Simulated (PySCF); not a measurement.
C$_{4}$H$_{12}$N (SMILES C[N+](C)(C)C), charge +1, singlet, at a GFN2-xTB geometry; PySCF with MP2/STO-3G.

Here is a job for PySCF.
```python
from pyscf import gto, scf, mp

mol = gto.Mole()
mol.atom = '''
    C    -0.253427   -0.622842   -1.311803
    N     0.000000    0.000000    0.000000
    C     0.069351    1.464142   -0.156408
    C    -1.093571   -0.343916    0.926720
    C     1.277647   -0.497384    0.541491
    H    -1.194908   -0.264612   -1.724653
    H    -0.307283   -1.705567   -1.211971
    H     0.547009   -0.377351   -2.007645
    H     0.256317    1.938503    0.805458
    H    -0.868423    1.846340   -0.555988
    H     0.873494    1.733601   -0.838981
    H    -2.044701    0.017517    0.539579
    H    -1.157076   -1.423437    1.052261
    H    -0.919961    0.109679    1.901025
    H     1.241374   -1.578668    0.662609
    H     2.095667   -0.250453   -0.133066
    H     1.478490   -0.045551    1.511372
'''
mol.basis = 'sto-3g'
mol.charge = 1
mol.spin = 0
mol.verbose = 4
mol.build()

mf = scf.RHF(mol)
mf.kernel()

pt = mp.MP2(mf)
pt.kernel()
print('E(MP2) = %.10f' % pt.e_tot)
```

Predict the main parts of the log of this PySCF run.


```
PySCF version 2.14.0

[INPUT] verbose = 4
[INPUT] num. atoms = 17
[INPUT] num. electrons = 42
[INPUT] charge = 1
[INPUT] spin (= nelec alpha-beta = 2S) = 0
[INPUT] symmetry False subgroup None
[INPUT] Mole.unit = angstrom
[INPUT] Symbol           X                Y                Z      unit          X                Y                Z       unit  Magmom
[INPUT]  1 C     -0.253427000000  -0.622842000000  -1.311803000000 AA   -0.478907622570  -1.177000798876  -2.478948399383 Bohr   0.0
[INPUT]  2 N      0.000000000000   0.000000000000   0.000000000000 AA    0.000000000000   0.000000000000   0.000000000000 Bohr   0.0
[INPUT]  3 C      0.069351000000   1.464142000000  -0.156408000000 AA    0.131054396465   2.766827387473  -0.295568283691 Bohr   0.0
[INPUT]  4 C     -1.093571000000  -0.343916000000   0.926720000000 AA   -2.066549687767  -0.649907049856   1.751246994157 Bohr   0.0
[INPUT]  5 C      1.277647000000  -0.497384000000   0.541491000000 AA    2.414402913872  -0.939919538741   1.023269688917 Bohr   0.0
[INPUT]  6 H     -1.194908000000  -0.264612000000  -1.724653000000 AA   -2.258048864052  -0.500044209273  -3.259121829910 Bohr   0.0
[INPUT]  7 H     -0.307283000000  -1.705567000000  -1.211971000000 AA   -0.580680712735  -3.223054517096  -2.290293260915 Bohr   0.0
[INPUT]  8 H      0.547009000000  -0.377351000000  -2.007645000000 AA    1.033697197672  -0.713090042831  -3.793899205352 Bohr   0.0
[INPUT]  9 H      0.256317000000   1.938503000000   0.805458000000 AA    0.484368931070   3.663239761648   1.522095024840 Bohr   0.0
[INPUT] 10 H     -0.868423000000   1.846340000000  -0.555988000000 AA   -1.641081630273   3.489076932829  -1.050665048545 Bohr   0.0
[INPUT] 11 H      0.873494000000   1.733601000000  -0.838981000000 AA    1.650664431451   3.276031099272  -1.585444313714 Bohr   0.0
[INPUT] 12 H     -2.044701000000   0.017517000000   0.539579000000 AA   -3.863924896624   0.033102332524   1.019656532567 Bohr   0.0
[INPUT] 13 H     -1.157076000000  -1.423437000000   1.052261000000 AA   -2.186556745307  -2.689906085573   1.988485101561 Bohr   0.0
[INPUT] 14 H     -0.919961000000   0.109679000000   1.901025000000 AA   -1.738474335281   0.207263271616   3.592416605951 Bohr   0.0
[INPUT] 15 H      1.241374000000  -1.578668000000   0.662609000000 AA    2.345856878156  -2.983250161615   1.252149537672 Bohr   0.0
[INPUT] 16 H      2.095667000000  -0.250453000000  -0.133066000000 AA    3.960236678289  -0.473287577076  -0.251458296491 Bohr   0.0
[INPUT] 17 H      1.478490000000  -0.045551000000   1.511372000000 AA    2.793941177908  -0.086078914700   2.856079152336 Bohr   0.0

nuclear repulsion = 216.388243973864
number of shells = 27
number of NR pGTOs = 111
number of NR cGTOs = 37
basis = sto-3g
ecp = {}

******** <class 'pyscf.scf.hf.RHF'> ********
method = RHF
initial guess = minao
damping factor = 0
level_shift factor = 0
DIIS = <class 'pyscf.scf.diis.CDIIS'>
diis_start_cycle = 1
diis_space = 8
diis_damp = 0
SCF conv_tol = 1e-09
SCF conv_tol_grad = None
SCF max_cycles = 50
direct_scf = True
direct_scf_tol = 1e-13
Set gradient conv threshold to 3.16228e-05
Initial guess from minao.
init E= -211.324247203399
  HOMO = -0.36948136780194  LUMO = 0.409868994639854  gap/eV = 21.20720
cycle= 1 E= -210.14735239785  delta_E= 1.18  |g|= 0.43  |ddm|= 4.54
  HOMO = -0.752920158058836  LUMO = 0.207864120416783  gap/eV = 26.14427
cycle= 2 E= -210.205116767707  delta_E= -0.0578  |g|= 0.141  |ddm|= 0.721
  HOMO = -0.713446513284866  LUMO = 0.307847375576263  gap/eV = 27.79082
cycle= 3 E= -210.210881983272  delta_E= -0.00577  |g|= 0.0262  |ddm|= 0.192
  HOMO = -0.715823869972004  LUMO = 0.307048422861913  gap/eV = 27.83377
cycle= 4 E= -210.211150533062  delta_E= -0.000269  |g|= 0.00372  |ddm|= 0.0492
  HOMO = -0.716816098361154  LUMO = 0.305968352874053  gap/eV = 27.83138
cycle= 5 E= -210.211155255343  delta_E= -4.72e-06  |g|= 0.000303  |ddm|= 0.00554
  HOMO = -0.716771848197965  LUMO = 0.306012967039673  gap/eV = 27.83139
cycle= 6 E= -210.211155295857  delta_E= -4.05e-08  |g|= 2.32e-05  |ddm|= 0.000563
  HOMO = -0.716773034550904  LUMO = 0.306020429372443  gap/eV = 27.83163
cycle= 7 E= -210.211155296093  delta_E= -2.35e-10  |g|= 2.12e-06  |ddm|= 4.56e-05
  HOMO = -0.716772771952739  LUMO = 0.30602058252337  gap/eV = 27.83162
Extra cycle  E= -210.211155296094  delta_E= -1.42e-12  |g|= 4.7e-07  |ddm|= 3.45e-06
converged SCF energy = -210.211155296094

******** <class 'pyscf.mp.mp2.RMP2'> ********
nocc = 21, nmo = 37
E(RMP2) = -210.482304945851  E_corr = -0.271149649756974
E(SCS-RMP2) = -210.510087743645  E_corr = -0.298932447551274
E_corr(same-spin) = -0.030515921719724
E_corr(oppo-spin) = -0.24063372803725
E(MP2) = -210.4823049459
```
